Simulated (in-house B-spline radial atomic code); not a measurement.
A fraction x of an electron is removed from 2s in Mg3+, starting from [He] 2s2 2p5 and keeping the highest spin. All numbers are computed (scalar-relativistic (X2C) LDA exchange-only, spin-polarised, spherical fractional occupations; Fermi nucleus of rms radius 3.057 fm) with an all-electron radial atomic-structure program (B-spline basis), not measured.

| x | E(x) - E(0) (eV) | 2s down level (eV) |
| --- | --- | --- |
| 0 | 0.0000 | -124.875 |
| 0.03 | 3.7588 | -125.713 |
| 0.21 | 26.8413 | -130.765 |
| 0.29 | 37.3927 | -133.021 |
| 0.39 | 50.8361 | -135.849 |
| 0.5 | 65.9511 | -138.971 |
| 0.53 | ? | ? |
| 0.74 | 100.1241 | -145.810 |
| 0.77 | ? | ? |
| 0.99 | 137.4704 | -152.963 |
| 1 | 139.0015 | - |

Problem. What belongs in the row x = 0.53?

Solution. An energy change of 70.1330 eV; 2s down at -139.824 eV.

Problem. What belongs in the row x = 0.77?

Solution. An energy change of 104.5113 eV; 2s down at -146.668 eV.

Problem. Check Janak's theorem between x = 0.03 and 0.21.

Solution. The slope of the energy is 128.24 eV; the orbital levels give 128.24 eV (-ε of the emptying orbital, averaged over the two points).
